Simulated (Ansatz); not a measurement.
Born–Oppenheimer molecular dynamics of a periodic cell of 13 atoms, Ti (host Ti, host structure hcp, interstitial Ti). It goes on from the last frame of an earlier run, with new velocities.

Method: DFT PBEsol, scalar-relativistic, plane waves, PAW in Ansatz. Settings: cutoff 420 eV, k mesh 2x2x2, fermi-dirac smearing 0.15 eV, no spin polarisation.

```json
{
  "ensemble": "NVT, Langevin thermostat",
  "time step": "3 fs",
  "steps asked": "210",
  "set temperature": "1680 K",
  "friction": "0.005 /fs",
  "seed": "222290"
}
```

Frames 3 fs apart, positions in Å, forces in eV/Å.

Velocities at 390.0 fs (Å/ps):

```
Ti 9.13 6.94 -2.36
Ti 3.83 -0.80 -0.02
Ti -6.11 -10.02 -2.74
Ti -4.37 -2.81 -7.13
Ti 1.16 -2.41 -5.17
Ti -9.30 -3.15 7.18
Ti 3.06 2.79 -2.21
Ti 2.28 -2.44 -11.25
Ti -3.04 -5.19 -0.63
Ti -3.92 -2.33 -8.56
Ti -4.42 8.12 -1.42
Ti -5.94 2.71 4.63
Ti -0.19 -10.33 2.27
```

```xyz
13
Lattice="5.9000 0.0000 0.0000 -4.4250 7.6643 0.0000 0.0000 0.0000 4.6846" Properties=species:S:1:pos:R:3:forces:R:3 time_fs=390.0 energy_less_start_eV=0.592 T=1640
Ti -0.467 -0.501 0.207 -0.42 0.42 0.63
Ti -0.006 1.809 2.534 -0.27 -0.11 1.52
Ti -1.466 1.799 0.272 -0.14 0.54 -0.20
Ti -1.735 4.053 1.971 -0.07 0.54 -0.53
Ti -3.583 5.036 -0.108 1.49 0.34 -0.12
Ti -3.485 6.970 2.599 0.97 -0.70 -0.77
Ti 2.595 -0.764 0.210 0.40 0.22 -0.03
Ti 3.432 0.733 2.412 -0.44 -0.71 0.11
Ti 1.353 1.892 0.628 1.12 -0.49 -1.00
Ti 1.156 4.204 2.024 0.18 0.05 -0.48
Ti -0.063 4.212 -0.411 -1.59 -0.34 1.06
Ti -0.199 6.138 2.614 -0.58 1.00 -0.25
Ti 2.774 2.858 3.433 -0.65 -0.77 0.07
13
Lattice="5.9000 0.0000 0.0000 -4.4250 7.6643 0.0000 0.0000 0.0000 4.6846" Properties=species:S:1:pos:R:3:forces:R:3 time_fs=393.0 energy_less_start_eV=0.578 T=1543
Ti -0.442 -0.481 0.200 -0.47 0.30 0.81
Ti 0.006 1.805 2.538 -0.37 -0.12 1.43
Ti -1.485 1.770 0.260 -0.05 0.71 -0.21
Ti -1.748 4.047 1.952 -0.07 0.45 -0.45
Ti -3.578 5.030 -0.124 1.47 0.32 -0.15
Ti -3.510 6.958 2.619 1.12 -0.66 -0.96
Ti 2.605 -0.756 0.202 0.33 0.18 0.01
Ti 3.438 0.726 2.378 -0.49 -0.72 0.29
Ti 1.345 1.877 0.625 1.07 -0.42 -1.00
Ti 1.144 4.198 1.999 0.21 0.05 -0.30
Ti -0.076 4.235 -0.413 -1.53 -0.44 0.94
Ti -0.217 6.148 2.628 -0.52 0.88 -0.37
Ti 2.772 2.826 3.439 -0.69 -0.54 -0.03
13
Lattice="5.9000 0.0000 0.0000 -4.4250 7.6643 0.0000 0.0000 0.0000 4.6846" Properties=species:S:1:pos:R:3:forces:R:3 time_fs=396.0 energy_less_start_eV=0.572 T=1562
Ti -0.418 -0.460 0.194 -0.53 0.19 0.98
Ti 0.019 1.800 2.547 -0.46 -0.12 1.30
Ti -1.506 1.747 0.244 0.07 0.85 -0.18
Ti -1.763 4.045 1.935 -0.07 0.36 -0.37
Ti -3.572 5.028 -0.142 1.44 0.25 -0.18
Ti -3.530 6.944 2.635 1.23 -0.61 -1.15
Ti 2.615 -0.750 0.193 0.26 0.14 0.04
Ti 3.441 0.718 2.345 -0.51 -0.72 0.47
Ti 1.339 1.859 0.620 0.98 -0.33 -0.95
Ti 1.135 4.198 1.972 0.24 0.03 -0.10
Ti -0.090 4.260 -0.412 -1.46 -0.53 0.80
Ti -0.233 6.158 2.643 -0.46 0.77 -0.49
Ti 2.768 2.793 3.447 -0.74 -0.29 -0.18
13
Lattice="5.9000 0.0000 0.0000 -4.4250 7.6643 0.0000 0.0000 0.0000 4.6846" Properties=species:S:1:pos:R:3:forces:R:3 time_fs=399.0 energy_less_start_eV=0.579 T=1682
Ti -0.392 -0.436 0.190 -0.60 0.05 1.10
Ti 0.032 1.793 2.559 -0.54 -0.11 1.15
Ti -1.526 1.727 0.228 0.21 0.98 -0.14
Ti -1.779 4.045 1.921 -0.07 0.26 -0.29
Ti -3.563 5.025 -0.158 1.38 0.19 -0.21
Ti -3.545 6.931 2.647 1.32 -0.58 -1.31
Ti 2.624 -0.742 0.183 0.19 0.10 0.08
Ti 3.441 0.709 2.311 -0.50 -0.69 0.65
Ti 1.335 1.842 0.610 0.87 -0.23 -0.85
Ti 1.126 4.199 1.943 0.26 0.00 0.11
Ti -0.110 4.289 -0.412 -1.35 -0.62 0.68
Ti -0.250 6.167 2.656 -0.38 0.67 -0.61
Ti 2.763 2.758 3.454 -0.78 -0.03 -0.35
13
Lattice="5.9000 0.0000 0.0000 -4.4250 7.6643 0.0000 0.0000 0.0000 4.6846" Properties=species:S:1:pos:R:3:forces:R:3 time_fs=402.0 energy_less_start_eV=0.599 T=1640
Ti -0.367 -0.409 0.188 -0.65 -0.14 1.17
Ti 0.047 1.784 2.573 -0.62 -0.10 0.99
Ti -1.546 1.712 0.213 0.35 1.11 -0.10
Ti -1.795 4.046 1.908 -0.06 0.16 -0.21
Ti -3.551 5.019 -0.172 1.30 0.15 -0.24
Ti -3.555 6.919 2.653 1.37 -0.58 -1.41
Ti 2.636 -0.731 0.174 0.09 0.04 0.10
Ti 3.438 0.698 2.279 -0.47 -0.62 0.82
Ti 1.330 1.825 0.596 0.74 -0.11 -0.71
Ti 1.116 4.199 1.916 0.27 0.00 0.27
Ti -0.132 4.320 -0.413 -1.22 -0.70 0.59
Ti -0.270 6.179 2.669 -0.28 0.56 -0.75
Ti 2.756 2.723 3.459 -0.81 0.22 -0.53
13
Lattice="5.9000 0.0000 0.0000 -4.4250 7.6643 0.0000 0.0000 0.0000 4.6846" Properties=species:S:1:pos:R:3:forces:R:3 time_fs=405.0 energy_less_start_eV=0.641 T=1599
Ti -0.342 -0.381 0.191 -0.71 -0.36 1.20
Ti 0.062 1.775 2.588 -0.70 -0.10 0.84
Ti -1.563 1.704 0.200 0.50 1.20 -0.06
Ti -1.810 4.048 1.893 -0.05 0.08 -0.12
Ti -3.535 5.012 -0.185 1.21 0.14 -0.27
Ti -3.560 6.906 2.658 1.38 -0.59 -1.46
Ti 2.648 -0.718 0.167 -0.02 -0.03 0.12
Ti 3.431 0.687 2.248 -0.42 -0.51 0.97
Ti 1.326 1.810 0.581 0.61 0.02 -0.54
Ti 1.107 4.200 1.890 0.27 0.01 0.42
Ti -0.153 4.350 -0.414 -1.09 -0.76 0.51
Ti -0.291 6.196 2.682 -0.15 0.41 -0.88
Ti 2.748 2.688 3.467 -0.82 0.47 -0.72
13
Lattice="5.9000 0.0000 0.0000 -4.4250 7.6643 0.0000 0.0000 0.0000 4.6846" Properties=species:S:1:pos:R:3:forces:R:3 time_fs=408.0 energy_less_start_eV=0.706 T=1488
Ti -0.318 -0.354 0.200 -0.78 -0.61 1.20
Ti 0.075 1.764 2.607 -0.76 -0.09 0.67
Ti -1.576 1.700 0.188 0.64 1.27 -0.04
Ti -1.824 4.050 1.877 -0.05 0.01 -0.01
Ti -3.517 5.003 -0.197 1.09 0.14 -0.31
Ti -3.564 6.892 2.662 1.39 -0.60 -1.48
Ti 2.659 -0.709 0.161 -0.12 -0.08 0.14
Ti 3.423 0.677 2.218 -0.39 -0.37 1.12
Ti 1.323 1.794 0.567 0.48 0.17 -0.35
Ti 1.103 4.203 1.867 0.25 0.02 0.55
Ti -0.175 4.376 -0.415 -0.95 -0.79 0.43
Ti -0.311 6.215 2.697 -0.01 0.24 -1.00
Ti 2.739 2.655 3.477 -0.81 0.69 -0.92
13
Lattice="5.9000 0.0000 0.0000 -4.4250 7.6643 0.0000 0.0000 0.0000 4.6846" Properties=species:S:1:pos:R:3:forces:R:3 time_fs=411.0 energy_less_start_eV=0.789 T=1385
Ti -0.296 -0.332 0.210 -0.86 -0.84 1.17
Ti 0.086 1.753 2.630 -0.81 -0.07 0.48
Ti -1.587 1.700 0.176 0.78 1.30 -0.02
Ti -1.834 4.050 1.856 -0.04 -0.05 0.11
Ti -3.498 4.996 -0.209 0.97 0.11 -0.34
Ti -3.567 6.877 2.664 1.40 -0.59 -1.47
Ti 2.668 -0.700 0.157 -0.20 -0.13 0.15
Ti 3.416 0.666 2.187 -0.35 -0.20 1.26
Ti 1.321 1.776 0.553 0.35 0.33 -0.14
Ti 1.102 4.206 1.848 0.22 0.02 0.64
Ti -0.197 4.401 -0.413 -0.80 -0.80 0.36
Ti -0.330 6.234 2.711 0.12 0.04 -1.10
Ti 2.730 2.624 3.484 -0.78 0.89 -1.10
13
Lattice="5.9000 0.0000 0.0000 -4.4250 7.6643 0.0000 0.0000 0.0000 4.6846" Properties=species:S:1:pos:R:3:forces:R:3 time_fs=414.0 energy_less_start_eV=0.893 T=1482
Ti -0.276 -0.313 0.220 -0.93 -1.05 1.15
Ti 0.094 1.741 2.651 -0.86 -0.08 0.27
Ti -1.597 1.701 0.162 0.93 1.31 0.02
Ti -1.844 4.052 1.830 -0.05 -0.11 0.23
Ti -3.479 4.990 -0.223 0.85 0.08 -0.36
Ti -3.567 6.860 2.664 1.39 -0.56 -1.44
Ti 2.678 -0.691 0.154 -0.30 -0.22 0.12
Ti 3.406 0.650 2.155 -0.31 0.01 1.39
Ti 1.323 1.758 0.536 0.19 0.48 0.09
Ti 1.102 4.208 1.832 0.18 0.03 0.69
Ti -0.221 4.423 -0.412 -0.64 -0.82 0.30
Ti -0.349 6.252 2.724 0.27 -0.16 -1.19
Ti 2.720 2.596 3.488 -0.72 1.08 -1.27
13
Lattice="5.9000 0.0000 0.0000 -4.4250 7.6643 0.0000 0.0000 0.0000 4.6846" Properties=species:S:1:pos:R:3:forces:R:3 time_fs=417.0 energy_less_start_eV=1.017 T=1367
Ti -0.259 -0.296 0.232 -0.98 -1.22 1.10
Ti 0.100 1.731 2.669 -0.91 -0.10 0.04
Ti -1.605 1.706 0.146 1.08 1.29 0.08
Ti -1.855 4.056 1.805 -0.06 -0.17 0.35
Ti -3.462 4.984 -0.238 0.73 0.06 -0.37
Ti -3.564 6.840 2.663 1.36 -0.50 -1.38
Ti 2.690 -0.682 0.149 -0.39 -0.32 0.10
Ti 3.390 0.632 2.127 -0.25 0.26 1.47
Ti 1.328 1.742 0.516 0.01 0.62 0.33
Ti 1.104 4.208 1.818 0.12 0.04 0.72
Ti -0.249 4.447 -0.412 -0.48 -0.85 0.26
Ti -0.368 6.267 2.733 0.43 -0.35 -1.26
Ti 2.709 2.569 3.493 -0.64 1.25 -1.44
13
Lattice="5.9000 0.0000 0.0000 -4.4250 7.6643 0.0000 0.0000 0.0000 4.6846" Properties=species:S:1:pos:R:3:forces:R:3 time_fs=420.0 energy_less_start_eV=1.141 T=1304
Ti -0.244 -0.282 0.246 -1.04 -1.35 1.03
Ti 0.103 1.720 2.687 -0.95 -0.13 -0.21
Ti -1.609 1.714 0.128 1.21 1.22 0.19
Ti -1.867 4.060 1.782 -0.06 -0.22 0.43
Ti -3.446 4.980 -0.254 0.61 0.03 -0.36
Ti -3.558 6.819 2.659 1.29 -0.43 -1.30
Ti 2.700 -0.676 0.143 -0.46 -0.38 0.10
Ti 3.372 0.616 2.105 -0.19 0.50 1.47
Ti 1.336 1.726 0.497 -0.17 0.73 0.58
Ti 1.111 4.208 1.807 0.04 0.05 0.71
Ti -0.277 4.472 -0.414 -0.32 -0.90 0.26
Ti -0.386 6.282 2.739 0.60 -0.52 -1.33
Ti 2.696 2.544 3.497 -0.56 1.42 -1.58
13
Lattice="5.9000 0.0000 0.0000 -4.4250 7.6643 0.0000 0.0000 0.0000 4.6846" Properties=species:S:1:pos:R:3:forces:R:3 time_fs=423.0 energy_less_start_eV=1.269 T=1230
Ti -0.230 -0.269 0.262 -1.08 -1.46 0.95
Ti 0.104 1.707 2.703 -0.97 -0.15 -0.46
Ti -1.610 1.725 0.109 1.30 1.12 0.31
Ti -1.880 4.062 1.763 -0.04 -0.26 0.51
Ti -3.428 4.975 -0.271 0.48 -0.01 -0.33
Ti -3.548 6.798 2.654 1.19 -0.36 -1.20
Ti 2.708 -0.672 0.137 -0.50 -0.40 0.12
Ti 3.354 0.602 2.087 -0.12 0.70 1.42
Ti 1.345 1.712 0.480 -0.33 0.82 0.81
Ti 1.119 4.205 1.798 -0.06 0.08 0.69
Ti -0.305 4.498 -0.416 -0.17 -0.97 0.26
Ti -0.405 6.297 2.744 0.78 -0.69 -1.38
Ti 2.682 2.520 3.499 -0.48 1.56 -1.69
```

Of the whole run (630 fs, mean temperature of the second half 1315 K): The mean temperature of the second half is 22 % below the set value. A run of 0.63 ps of so small a system gives no equilibrium averages. Limits of this set-up: coarse k mesh.

Run time: 19 min on 1 thread of AMD EPYC 7B13 (Zen 3) (shared host), peak memory 0.73 GiB.
